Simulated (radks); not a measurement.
Species: Er IV. Configuration: [Xe] 4f11. Calculated with a radial shooting solver on a logarithmic mesh with Libxc functionals: Dirac Kohn-Sham, PBEsol, spin-unpolarised, spherical densities, finite nucleus; open shells fill j = l - 1/2 first; Fermi nuclear charge, rms radius 5.2516 fm. Some entries of the table are withheld. Estimate them.

| orbital | occ. | eigenvalue (Ry) | <1/r> (bohr^-1) |
|---|---|---|---|
| 1s1/2 | 2 | -4211.752 | 77.52 |
| 2s1/2 | 2 | -709.2290 | 18.64 |
| 2p1/2 | 2 | -675.7891 | (1) |
| 2p3/2 | 4 | -608.4462 | (2) |
| 3s1/2 | 2 | -160.8119 | 6.822 |
| 3p1/2 | 2 | -146.1107 | (3) |
| 3p3/2 | 4 | -131.9706 | (4) |
| 3d3/2 | 4 | -106.7693 | 5.994 |
| 3d5/2 | 6 | -103.6782 | 5.839 |
| 4s1/2 | 2 | -33.66674 | (5) |
| 4p1/2 | 2 | -27.78806 | 2.750 |
| 4p3/2 | 4 | -24.59292 | 2.531 |
| 4d3/2 | 4 | (6) | 2.311 |
| 4d5/2 | 6 | (7) | 2.257 |
| 5s1/2 | 2 | -6.01726 | 1.087 |
| 5p1/2 | 2 | -4.37774 | 0.9652 |
| 5p3/2 | 4 | -3.94421 | 0.8915 |
| 4f5/2 | 6 | (8) | 1.720 |
| 4f7/2 | 5 | (9) | 1.695 |

Answer. 
(1) 2p1/2 <1/r> (bohr^-1): 18.62
(2) 2p3/2 <1/r> (bohr^-1): 16.15
(3) 3p1/2 <1/r> (bohr^-1): 6.740
(4) 3p3/2 <1/r> (bohr^-1): 6.108
(5) 4s1/2 <1/r> (bohr^-1): 2.858
(6) 4d3/2 eigenvalue (Ry): -14.90263
(7) 4d5/2 eigenvalue (Ry): -14.32044
(8) 4f5/2 eigenvalue (Ry): -2.64549
(9) 4f7/2 eigenvalue (Ry): -2.56048
